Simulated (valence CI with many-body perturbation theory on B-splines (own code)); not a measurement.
Lu³¹⁺ in brief

Computed by configuration interaction combined with many-body perturbation theory (CI+MBPT): four valence electrons over a frozen Dirac-Fock core [Kr], a basis of 9 s, 9 p, 10 d, 8 f, 5 g, 3 h, 1 i functions for each j, with the one-electron correlation potential Σ1, the two-electron term Σ2, the three-electron term Σ3, Breit, model QED; selected CI, second order for the rest (own B-spline code, finite nucleus).

No measured spectrum was set against this ion. As an estimate, large intervals hold to a few tenths of a per cent, small ones and those within an open d or f shell to about a per cent. Only levels of the ground parity were solved; by the run's estimate the other parity begins above the list, which can be wrong where configurations are misplaced.

Levels are named by their leading jj configuration (3d3/2^4 stands for four electrons in 3d with j = 3/2), which in mixed levels can hold well under half, so a name can repeat and another be missing.

Rates and lifetimes use the calculated energies. Strong lines usually hold to 10 to 20 %, long lifetimes can be off by a factor of two.

(1) What is the ground level?

(2) How well does LS coupling describe the low levels?

(3) What is the ionisation energy?

(4) Name the longest-lived excited levels whose lifetime is computed, and their main decay.

Answers

(1) (4d3/2^4) J=0, composition 57 % 4d4 3P + 32 % 4d4 5D + 11 % 4d4 1S.

(2) Among the lowest 20 levels the leading LS term, summed over configurations, holds 47 % on average. For single configurations the figures are 47 % in LS and 91 % in jj coupling. Terms mix most in the J = 4 level at 15.529 eV, where the leading one holds 30 %.

(3) 1244 eV; NIST lists 1242 ± 4 eV (theoretical).

(4) (4d3/2^2 4d5/2^2) J=6 at 29.900 eV lives 103 ms, mostly by M1 to (4d3/2^2 4d5/2^2) J=5. The lifetime of (4d3/2^3 4d5/2) J=4 is too uncertain to give, and may be longer.
